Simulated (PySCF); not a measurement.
Species: C5H7FN (doublet state).
Atom-mapped SMILES: `[CH2:1]=[C:2]([F:3])/[N:4]=[CH:5]/[CH:6][CH3:7]` (hydrogens: H8, H9 on C1; H10 on C5; H11 on C6; H12, H13, H14 on C7)

Geometry (GFN2-xTB, Å), atoms numbered from 1 in this order:
```
atom  x, y, z in Å
C1     3.0868   -0.0753    1.0666
C2     2.0145    0.2170    0.2947
F3     2.2499    1.0034   -0.8133
N4     0.7943   -0.1987    0.5394
C5    -0.2411    0.1074   -0.2427
C6    -1.4844   -0.3527    0.0616
C7    -2.6928   -0.0676   -0.7409
H8     4.0620    0.2952    0.8135
H9     2.9593   -0.6835    1.9396
H10   -0.1023    0.7280   -1.1308
H11   -1.5999   -0.9647    0.9443
H12   -3.1449   -0.9998   -1.0840
H13   -3.4411    0.4375   -0.1275
H14   -2.4609    0.5535   -1.6025
```

The hyperfine couplings belong to this conformer and change with its torsions.

Level of theory: UKS B3LYP, pcH-1 on C F H N, non-relativistic, mean-field spin-orbit, GIAO in PySCF 2.14.0. One conformer (not necessarily the lowest) at the GFN2-xTB geometry, without solvent, vibrations or thermal averaging. A GFN2-xTB geometry isn't a minimum of the functional, and hyperfine couplings can be far from their values at a DFT geometry. The SCF solution wasn't tested for stability. ⟨S²⟩ is 0.792 where a pure state has 0.75.

Task: The isotropic 13C couplings are -48.8, +43.1, +39.2, -36.3, -16.6 MHz. Assign them to C1; C2; C5; C6; C7.

Result: 
```
site  a_iso (MHz)  ρ(0) (bohr⁻³)                 position  distance from C1 (Å)  spin population  largest |T| (MHz)
  C1        +43.1        +0.0383  largest spin population                  0.00            +0.56               83.6
  C2        -48.8        -0.0434           1 bond from N4                  1.35            -0.19               29.2
  C5        -36.3        -0.0323           1 bond from N4                  3.58            -0.18               22.9
  C6        +39.2        +0.0349         a main spin site                  4.69            +0.48               75.7
  C7        -16.6        -0.0148           1 bond from C6                  6.06            -0.04                1.6
```

ρ(0) is the spin density at the nucleus and T the dipolar tensor; entries for several nuclei are means. Largest spin populations (Mulliken): C1 (+0.56), C6 (+0.48), N4 (+0.38) and C2 (-0.19). Three atoms exceed +0.15. The positive populations add up to 1.48 and the negative ones to -0.48, together 2S = 1. The angles at C1 add up to 360.0°, so it is planar. Main spin sites, with 60 % or more of the largest population: C1, N4, C6; positions count bonds from the nearest.

The spin density at the nucleus, in bohr⁻³, is negative for C2 (-0.0434), C5 (-0.0323) and C7 (-0.0148), for instance. A restricted open-shell determinant has no negative spin density anywhere; here it arises because α and β orbitals differ (spin polarisation).

Nuclei that the bonding pattern makes equivalent are averaged, as if the motion that swaps them (rotation, inversion, ring flip) were fast. The three 1H nuclei of mean +40.5 MHz run from 1.3 to 60.1 MHz in the frozen geometry.

The SMILES `C=C(F)/N=C/[CH]C` draws the unpaired electron on C6, whose computed spin population is only +0.48.
